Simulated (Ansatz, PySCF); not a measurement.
System: SiH2Cl, charge 0, doublet. SiH2Cl (SMILES Cl[SiH2], doublet).
B3LYP-D3(BJ)/def2-TZVP minimum from Ansatz (a program for electronic structure):
```
Si
H 1 1.4844
H 1 1.4844 2 111.01
Cl 1 2.0680 2 108.33 3 118.83
```
Charge 0, spin multiplicity 2.

Atomisation energy term by term, kcal/mol (programs: Ansatz). Radicals and triplets start from unrestricted determinants; spin-orbit coupling is neglected. Cores are frozen in correlated methods. Rows without X2C or -DK are non-relativistic. CBS(X,Y): correlation extrapolated as X^-3, Hartree-Fock from the larger set (Q,5: extrapolated as (X+1)exp(-9√X)). A bracket is a step between two methods taken in the basis named. 'core' is core correlation in cc-pwCVTZ (1s frozen past Ne), 'X2C' scalar relativity in cc-pVTZ-DK, both at CCSD(T). For partners of very few electrons the exact lower level stands in for a higher one.

| term | basis | kcal/mol |
|---|---|---|
| Hartree-Fock | CBS(cc-pV(Q+d)Z,cc-pV(5+d)Z) | 188.34 |
| CCSD correlation | CBS(cc-pV(Q+d)Z,cc-pV(5+d)Z) | 52.21 |
| (T) | CBS(cc-pV(Q+d)Z,cc-pV(5+d)Z) | 3.33 |
| CCSDT(Q) - CCSD(T) | cc-pV(T+d)Z | 0.01 |
| core correlation | cc-pwCVTZ | -0.21 |
| scalar relativity | X2C, cc-pVTZ-DK | -0.79 |
| minus zero-point energy | Hessian by PySCF at B3LYP-D3(BJ)/def2-TZVP | -10.32 |
| sum: D0 |  | 232.6 |

The step beyond CCSD(T) by other levels: CCSDT(Q) in cc-pV(D+d)Z 0.24 kcal/mol.
